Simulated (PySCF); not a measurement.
## C₆ coefficients of unlike pairs at PBE0

Calculated with PySCF 2.14 from the dipole response of each species, C₆(A,B) = (3/π) ∫ α_A(iu) α_B(iu) du, in atomic units, from isotropic polarisabilities. For ions this is the dispersion term alone; charge-induced terms of lower order in 1/R come first.

| species | configuration | basis | relativity | α (bohr³) | C₆ (like pair) |
| --- | --- | --- | --- | --- | --- |
| S²⁺ | [Ne] 3s2 3p2 (3P) | aug-cc-pwCVQZ (10s9p7d5f3g) | none | 7.330 | 26.56 |
| Ge⁺ | [Ar] 3d10 4s2 4p1 (2P) | aug-cc-pwCVTZ-PP with ECP10MDF (8s7p6d4f1g) | core potential | 19.13 | 111.5 |
| Cl⁺ | [Ne] 3s2 3p4 (3P) | aug-cc-pVQZ-DK (7s6p4d3f2g) | spin-free X2C | 8.641 | 40.89 |
| Cr³⁺ | [Ar] 3d3 (4F) | aug-cc-pVDZ (7s6p4d2f) | none | 1.885 | 4.493 |

(1) Estimate C₆ for Cl⁺ with Ge⁺.

No spin-orbit coupling is included.

The other pairs:

| pair | C₆ |
| --- | --- |
| Cl⁺, S²⁺ | 32.91 |
| Cr³⁺, Ge⁺ | 18.39 |
| Ge⁺, S²⁺ | 53.24 |
| Cr³⁺, Cl⁺ | 12.37 |
| Cr³⁺, S²⁺ | 9.808 |

Answers

(1) The integral gives 65.35. The combination rule 2 C_A C_B / (C_A α_B/α_A + C_B α_A/α_B) gives 64.72 and the geometric mean 67.52.
